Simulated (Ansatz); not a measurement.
`O[Si@H]1C[C@@H]1[SiH3]`, charge 0, multiplicity 1.

Q: Give a relaxed structure at PBE0-D4/def2-TZVP (Ansatz 0.2.0). (An estimate is asked.)

A: The calculation gave: 
Cartesian coordinates in Å:
```
O 0.215 -2.690 0.860
Si -0.362 -1.166 0.692
C 0.583 0.321 1.168
C 0.420 0.091 -0.392
Si -0.583 1.311 -1.353
H 1.162 -2.827 0.811
H -1.825 -1.235 0.832
H 0.091 1.200 1.576
H 1.601 0.224 1.536
H 1.344 -0.202 -0.889
H -0.871 0.802 -2.721
H 0.099 2.631 -1.475
H -1.875 1.540 -0.646
```
This is one stationary point; other conformers may exist.
